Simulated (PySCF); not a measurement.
CH₃F₂GaS, singlet, geometry from GFN2-xTB (such geometries of metal compounds can be far from the true shape); DF-HF/cc-pVDZ run with PySCF.

PySCF was given this input:
```python
from pyscf import gto, scf

mol = gto.Mole()
mol.atom = '''
    Ga    0.19236132    0.46273174    0.35389722
    F     1.22397898    1.82278489    0.77603766
    F    -1.06779064    0.12590925    1.55478118
    S     0.25024864   -0.86503914   -1.44150419
    C    -1.17451658   -1.93283800   -1.00793122
    H    -0.99297370   -2.44554312   -0.06660570
    H    -1.24554096   -2.65495551   -1.81546780
    H    -2.08725973   -1.34477798   -0.95445576
'''
mol.basis = 'cc-pvdz'
mol.verbose = 4
mol.max_memory = 1800
mol.build()

mf = scf.RHF(mol)
mf = mf.density_fit(auxbasis='def2-universal-jkfit')
mf.kernel()
```

What the program printed (banner, timings and long lists left out):

```
PySCF version 2.14.0

[INPUT] verbose = 4
[INPUT] num. atoms = 8
[INPUT] num. electrons = 74
[INPUT] charge = 0
[INPUT] spin (= nelec alpha-beta = 2S) = 0
[INPUT] symmetry False subgroup None
[INPUT] Mole.unit = angstrom
[INPUT] Symbol           X                Y                Z      unit          X                Y                Z       unit  Magmom
[INPUT]  1 Ga     0.192361320000   0.462731740000   0.353897220000 AA    0.363510211760   0.874436257743   0.668768822045 Bohr   0.0
[INPUT]  2 F      1.223978980000   1.822784890000   0.776037660000 AA    2.312985054424   3.444564226095   1.466498639748 Bohr   0.0
[INPUT]  3 F     -1.067790640000   0.125909250000   1.554781180000 AA   -2.017831867974   0.237933999049   2.938110613828 Bohr   0.0
[INPUT]  4 S      0.250248640000  -0.865039140000  -1.441504190000 AA    0.472901392645  -1.634687061629  -2.724048126513 Bohr   0.0
[INPUT]  5 C     -1.174516580000  -1.932838000000  -1.007931220000 AA   -2.219514664961  -3.652534463152  -1.904713958199 Bohr   0.0
[INPUT]  6 H     -0.992973700000  -2.445543120000  -0.066605700000 AA   -1.876448341896  -4.621406722614  -0.125866531335 Bohr   0.0
[INPUT]  7 H     -1.245540960000  -2.654955510000  -1.815467800000 AA   -2.353731291328  -5.017138786805  -3.430736929967 Bohr   0.0
[INPUT]  8 H     -2.087259730000  -1.344777980000  -0.954455760000 AA   -3.944349240534  -2.541262080546  -1.803659984414 Bohr   0.0

nuclear repulsion = 458.467862365153
number of shells = 35
number of NR pGTOs = 217
number of NR cGTOs = 102
basis = cc-pvdz
ecp = {}

******** <class 'pyscf.df.df_jk.DFRHF'> ********
method = DFRHF
initial guess = minao
damping factor = 0
level_shift factor = 0
DIIS = <class 'pyscf.scf.diis.CDIIS'>
diis_start_cycle = 1
diis_space = 8
diis_damp = 0
SCF conv_tol = 1e-09
SCF conv_tol_grad = None
SCF max_cycles = 50
direct_scf = False
Set gradient conv threshold to 3.16228e-05
Initial guess from minao.
******** <class 'pyscf.df.df.DF'> ********
auxbasis = def2-universal-jkfit
init E= -2558.84084557536
  HOMO = -0.28974872863298  LUMO = -0.0644740708574236  gap/eV = 6.13004
cycle= 1 E= -2559.23951915592  delta_E= -0.399  |g|= 0.763  |ddm|= 2.28
  HOMO = -0.418342772975625  LUMO = 0.043714900609034  gap/eV = 12.57323
cycle= 2 E= -2559.32419154338  delta_E= -0.0847  |g|= 0.518  |ddm|= 0.816
  HOMO = -0.394945564928843  LUMO = 0.0558378555673329  gap/eV = 12.26644
cycle= 3 E= -2559.36814337089  delta_E= -0.044  |g|= 0.0454  |ddm|= 0.278
  HOMO = -0.389275032680548  LUMO = 0.0662954503089326  gap/eV = 12.39670
cycle= 4 E= -2559.36920862151  delta_E= -0.00107  |g|= 0.0143  |ddm|= 0.0675
  HOMO = -0.388558915164694  LUMO = 0.065591248179329  gap/eV = 12.35806
cycle= 5 E= -2559.36931705211  delta_E= -0.000108  |g|= 0.00471  |ddm|= 0.0209
  HOMO = -0.388742773421987  LUMO = 0.0653171768544789  gap/eV = 12.35560
cycle= 6 E= -2559.3693349515  delta_E= -1.79e-05  |g|= 0.00172  |ddm|= 0.00916
  HOMO = -0.388543714540327  LUMO = 0.065368596881811  gap/eV = 12.35158
cycle= 7 E= -2559.36933828917  delta_E= -3.34e-06  |g|= 0.000544  |ddm|= 0.00473
  HOMO = -0.388502847603357  LUMO = 0.0653116971853178  gap/eV = 12.34892
cycle= 8 E= -2559.36933857993  delta_E= -2.91e-07  |g|= 0.000157  |ddm|= 0.00142
  HOMO = -0.388505073992537  LUMO = 0.0653141080476214  gap/eV = 12.34905
cycle= 9 E= -2559.36933859742  delta_E= -1.75e-08  |g|= 5.76e-05  |ddm|= 0.000332
  HOMO = -0.388494895947658  LUMO = 0.0653166933330009  gap/eV = 12.34884
cycle= 10 E= -2559.36933859913  delta_E= -1.71e-09  |g|= 1.89e-05  |ddm|= 8.92e-05
  HOMO = -0.38849312879486  LUMO = 0.0653156903704417  gap/eV = 12.34877
cycle= 11 E= -2559.36933859935  delta_E= -2.21e-10  |g|= 6.82e-06  |ddm|= 3.35e-05
  HOMO = -0.388493913190085  LUMO = 0.0653157575458767  gap/eV = 12.34879
Extra cycle  E= -2559.36933859936  delta_E= -9.55e-12  |g|= 3.84e-06  |ddm|= 9.84e-06
converged SCF energy = -2559.36933859936
```
